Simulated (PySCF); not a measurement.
C2H6OSTe. Atoms are numbered in the order given.

```xyz
11

Te     0.2151    -0.0397     0.7704
O     -1.6798    -0.5579     0.3819
C     -2.5657     0.4777     0.0470
H     -2.2653     1.0005    -0.8800
H     -3.5516     0.0156    -0.1253
H     -2.6686     1.2315     0.8500
S      0.9069     0.6546    -1.3965
C      1.2665    -0.9069    -2.2576
H      2.0821    -1.4542    -1.7668
H      1.5755    -0.6304    -3.2769
H      0.3671    -1.5338    -2.3109
```
Charge 0, spin multiplicity 1.

Geometry: PBE0-D3(BJ)/def2-SVP. This is a generated structure with no PubChem entry under its InChIKey; it may be hypothetical. The def2 effective core potentials stand for the cores of Te; spin–orbit coupling is left out. The values are those of a single conformer.

Method: TDDFT-PBE0/def2-SVPD run with PySCF.

Vertical excitations. Isolated molecule, no solvent.

Computed UV-visible absorptions:
```tsv
state	energy (eV)	λ (nm)	f	main pairs
S1	3.24	382	0.001	HOMO→LUMO 99 %
S2	3.66	339	0.001	HOMO→LUMO+1 99 %
S3	4.45	279	0.007	HOMO−1→LUMO+1 49 %, HOMO−1→LUMO 48 %
S4	4.69	265	0.006	HOMO−2→LUMO 37 %, HOMO−1→LUMO+1 35 %, HOMO−1→LUMO 26 %
S5	4.71	263	0.007	HOMO−2→LUMO 50 %, HOMO−2→LUMO+1 22 %, HOMO−1→LUMO 13 %, HOMO−1→LUMO+1 12 %
S6	5.54	224	0.058	HOMO−2→LUMO+1 61 %
S7	5.81	213	0.114	HOMO→LUMO+2 65 %, HOMO→LUMO+3 30 %
S8	5.91	210	0.040	HOMO→LUMO+3 58 %, HOMO→LUMO+2 19 %
S9	6.16	201	0.072	HOMO−3→LUMO 76 %
S10	6.27	198	0.002	HOMO−4→LUMO 78 %
T1	2.56	484	0	HOMO→LUMO 96 %
T2	2.94	421	0	HOMO→LUMO+1 95 %
T3	3.89	318	0	HOMO−1→LUMO+1 55 %, HOMO−1→LUMO 38 %
T4	4.08	304	0	HOMO−1→LUMO 54 %, HOMO−1→LUMO+1 40 %
```
Triplets are in the Tamm–Dancoff approximation, which puts them higher than full response would, so one can lie above its singlet here.
